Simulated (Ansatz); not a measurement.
Input file for Ansatz (a quantum-chemistry and plane-wave program): R-RI-MP2/aug-cc-pVQZ on H2O (SMILES O). The basis file is the Basis Set Exchange's JSON of that set.

Ansatz 0.2 input:
```yaml
crystal:
  periodic: [false, false, false]
  atoms:
    - {symbol: O, position_ang: [-0.00000000, -0.00000000, 0.38961139]}
    - {symbol: H, position_ang: [-0.00000000, 0.76498632, -0.19485569]}
    - {symbol: H, position_ang: [0.00000000, -0.76498632, -0.19485569]}
basis:
  gaussian:
    orbitals: aug-cc-pVQZ
    fitting: {mean_field: def2-universal-JKFIT, correlation: aug-cc-pVQZ-RIFIT.json}
magnetization: {spin_polarized: false}
correlation: {method: mp2, electrons: outside_noble_gas}
scf: {lower_state_search: off}
```

Output:

```
WARN ansatz: RAYON_NUM_THREADS=1 ignored (pool sized by the plan → 1); use --threads N
Functional definition: HF
these checks for a lower state are left out or cut short: stability, starts, cluster_reference, orbital_swaps, neighbouring_geometries, increment
integrals: 0.06 GiB planned
113 factors; integrals over basis functions are off by at most 2.3e0 eV
328 factors; integrals over basis functions are off by at most 5.9e-1 eV
mean field: 0.16 GiB planned
mean field evaluation 1: about -2067.9656 eV, gradient 3.4e1 eV
mean field evaluation 2: about -2069.1127 eV, gradient 2.3e1 eV
mean field evaluation 4: about -2069.8493 eV, gradient 3.4e-1 eV
mean field evaluation 8: about -2069.8498 eV, gradient 1.1e-6 eV
mean field -2069.84980525 eV, -76.0655773484 hartree, gradient 1.1e-6 eV, S^2 0.000000; 0 other end points of the search recorded, 0 dependent functions left out
1 core orbitals not correlated
reference -2069.84980525 eV, -76.0655773484 hartree; 4, 4 occupied and 167, 167 virtual orbitals, 328 factors
second order -7.78790703 eV of doubles, -0.00000000 eV of singles
Total energy: -2077.63771228 eV, -76.3517776530 hartree
Checks for a lower state left out: stability, starts, cluster_reference, orbital_swaps, neighbouring_geometries, increment
```

The run converged.

Cost: about 0.8 core-seconds (a rough figure).
